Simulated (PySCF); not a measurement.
SMILES C=CCC(C)C (GFN2-xTB optimised geometry):

```
18

C      2.051    -1.226     0.000
C      0.732    -1.226     0.000
C     -0.121     0.002     0.000
C     -1.070     0.045    -1.206
C     -0.277     0.134    -2.507
C     -2.029     1.227    -1.085
H      2.618    -0.308     0.002
H      2.625    -2.137     0.003
H      0.189    -2.163    -0.004
H      0.510     0.893    -0.002
H     -0.720     0.012     0.916
H     -1.657    -0.881    -1.217
H      0.304     1.054    -2.533
H      0.408    -0.706    -2.594
H     -0.946     0.126    -3.365
H     -1.474     2.163    -1.053
H     -2.705     1.259    -1.936
H     -2.625     1.150    -0.177
```

Method: CAM-B3LYP/def2-SVP in PySCF.

### Question
What are the frontier orbital energies and the dipole moment?

### Answer
HOMO-2 -10.55 eV, HOMO-1 -10.42 eV, HOMO -8.62 eV, LUMO 1.92 eV, LUMO+1 2.79 eV; dipole moment 0.34 D.

Meta-Löwdin charges at CAM-B3LYP/def2-SVP: C1 -0.24, C2 -0.07, C3 -0.17, C4 -0.03, C5 -0.29, C6 -0.29, H7 0.10, H8 0.10, H9 0.09, H10 0.08, H11 0.09, H12 0.07, H13 0.09, H14 0.10, H15 0.09, H16 0.09, H17 0.09, H18 0.09.
